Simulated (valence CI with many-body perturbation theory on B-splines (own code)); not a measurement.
**Tb⁵⁹⁺: calculated level list**

Method: valence CI with perturbative core correlation (CI+MBPT): four valence electrons over a frozen Dirac-Fock core [He], radial functions for each j: 11 s, 11 p, 9 d, 7 f, 5 g, 2 h, 1 i, with the one-electron correlation potential Σ1, the two-electron term Σ2, the three-electron term Σ3, Breit, model QED; selected CI, second order for the rest (own B-spline code, finite nucleus).

No measured spectrum was set against this ion. As an estimate, large intervals hold to a few tenths of a per cent, small ones and those within an open d or f shell to about a per cent. Among the levels kept, up to 270 cm⁻¹ of a level comes from second order outside the variational space, and about a tenth of that is noise between levels of different J, which matters for small intervals.

Levels 91 to 114 of 114, with energies above the lowest level, (2s^2 2p1/2^2) J=0. "Leading %" is the weight of the configuration and term that name the level; weights of strongly mixed levels are sums over their largest components and can fall short. In the jj column 3d3/2^4 stands for four electrons in 3d with j = 3/2. Lifetimes count E1, E2, E3, M1 and M2 decay at the calculated energies, and are blank where another channel may lead or the interval is too uncertain; long ones can be off by a factor of two.

```
No.  Configuration  Term  J  E (eV)  Leading %      g  Lifetime                    Leading jj
 91        2s2p²3d    ³G  4  9081.2         34  1.157    331 fs   2s 2p1/2 2p3/2 3d3/2 (91 %)
 92        2s2p²3d    ³D  3  9089.4         30  1.265   1.15 fs   2s 2p1/2 2p3/2 3d3/2 (94 %)
 93        2s2p²3p   ³P°  0  9090.5         80           109 fs  2s 2p1/2 2p3/2 3p3/2 (100 %)
 94        2s2p²3p   ¹D°  2  9093.6         40  1.094   6.91 fs   2s 2p1/2 2p3/2 3p3/2 (98 %)
 95        2s2p²3p   ³P°  1  9095.3         31  1.356   6.37 fs   2s 2p1/2 2p3/2 3p3/2 (96 %)
 96        2s2p²3p   ³P°  1  9099.7         51  1.197   53.1 fs   2s 2p1/2 2p3/2 3p3/2 (99 %)
 97        2s2p²3d    ⁵D  4  9100.3         48  1.373   39.6 fs   2s 2p1/2 2p3/2 3d5/2 (96 %)
 98        2s2p²3d    ³D  2  9101.6         26  1.308   1.45 fs   2s 2p1/2 2p3/2 3d3/2 (81 %)
 99        2s2p²3d    ⁵P  1  9110.3         28  1.771   1.57 fs   2s 2p1/2 2p3/2 3d3/2 (81 %)
100        2s2p²3d    ³F  2  9119.3         36  1.194   1.75 fs   2s 2p1/2 2p3/2 3d5/2 (87 %)
101        2s2p²3d    ³F  3  9128.2         45  1.275    792 as   2s 2p1/2 2p3/2 3d5/2 (92 %)
102        2s2p²3d    ³D  1  9131.9         23  0.952   1.81 fs   2s 2p1/2 2p3/2 3d5/2 (66 %)
103        2s2p²3d    ³G  5  9136.7         61  1.257   17.1 ps  2s 2p1/2 2p3/2 3d5/2 (100 %)
104        2s2p²3d    ³F  2  9137.6         54  1.024   4.65 fs   2s 2p1/2 2p3/2 3d3/2 (70 %)
105        2s2p²3d    ³G  3  9142.7         46  0.894   38.7 fs   2s 2p1/2 2p3/2 3d3/2 (97 %)
106        2s2p²3d    ³D  1  9153.5         68  0.742   2.81 fs   2s 2p1/2 2p3/2 3d3/2 (76 %)
107        2s2p²3d    ³D  3  9159.2         61  1.253   1.13 fs   2s 2p1/2 2p3/2 3d5/2 (96 %)
108        2s2p²3d    ³D  1  9162.4         68  0.796    845 as   2s 2p1/2 2p3/2 3d3/2 (58 %)
109        2s2p²3d    ³F  4  9164.0         57  1.198    879 as   2s 2p1/2 2p3/2 3d5/2 (95 %)
110        2s2p²3d    ³F  2  9164.9         34  1.030    988 as   2s 2p1/2 2p3/2 3d3/2 (76 %)
111        2s2p²3d    ³P  0  9171.0         96           717 as   2s 2p1/2 2p3/2 3d3/2 (80 %)
112        2s2p²3d    ¹D  2  9172.7         53  1.046   1.15 fs   2s 2p1/2 2p3/2 3d5/2 (62 %)
113        2s2p²3d    ¹P  1  9182.9         59  1.063   1.03 fs   2s 2p1/2 2p3/2 3d5/2 (68 %)
114        2s2p²3d    ¹S  0  9185.9         59          1.17 fs   2s 2p1/2 2p3/2 3d5/2 (79 %)
```
